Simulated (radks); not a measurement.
Values are calculated unless marked as measured or tabulated.
Valence configurations of the strontium ion Sr+ (all share [Kr]). Level of theory: Dirac Kohn-Sham, PBE, spin-unpolarised, spherical densities, point nucleus; open shells fill j = l - 1/2 first (a radial shooting solver on a logarithmic mesh with Libxc functionals). Energies are relative to 5s1; eigenvalues in eV.

valence,E (eV),e(4d3/2),e(5p1/2),e(5s1/2)
5s1,0.000,-,-,-8.347
4d0.5 5s0.5,0.815,-6.158,-,-7.895
5s0.5 5p0.5,1.429,-,-5.801,-8.665
4d1,1.731,-5.585,-,-
5p1,2.863,-,-6.094,-

NIST lists [Kr] 5s1 as the ground configuration; this level of theory agrees among the configurations tried. The energies are those of spherical spin-averaged densities, not of single terms.
